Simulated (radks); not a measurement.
Be I, configuration [He] 3s2 (not the ground configuration). All-electron calculation, scalar-relativistic Kohn-Sham, BLYP, spin-polarised, spherical densities, point nucleus. Program: a radial shooting solver on a logarithmic mesh with Libxc functionals. Some entries of the table are withheld. Estimate them.

orbital,occ.,eigenvalue (Ry),<r^2> (bohr^2)
1s,2,-8.90227,0.2382
2s,0,-0.90252,(1)
2p,0,(2),(3)
3s,2,-0.17499,(4)
3d,0,-0.05493,55.20

Answer. 
(1) 2s <r^2> (bohr^2): 5.470
(2) 2p eigenvalue (Ry): -0.63200
(3) 2p <r^2> (bohr^2): 5.754
(4) 3s <r^2> (bohr^2): 41.45
